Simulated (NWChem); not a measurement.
Species: vinylidene fluoride (C$_{2}$H$_{2}$F$_{2}$); SMILES C(F)(F)=C

```xyz
6

C      0.0000     0.0000    -1.3820
C      0.0000     0.0000    -0.0583
F      0.0000    -1.0734     0.6935
F      0.0000     1.0734     0.6935
H      0.0000     0.9458    -1.9203
H      0.0000    -0.9458    -1.9203
```
Atoms are numbered in this order, from 1.

All runs: NWChem. Pople sets run with spherical d functions. Structure relaxed at the PBE0/def2-SVP level. Ions are spin-unrestricted doublets at the neutral geometry; other ion states weren't tried.

### Question
What does the run give for Hartree-Fock/6-31G*? Quantities: vertical ionisation energy, ΔSCF (eV); −ε(HOMO) (eV).

### Answer
The vertical ionisation energy, ΔSCF (eV) is 9.20 and the −ε(HOMO) (eV) comes out as 10.41.
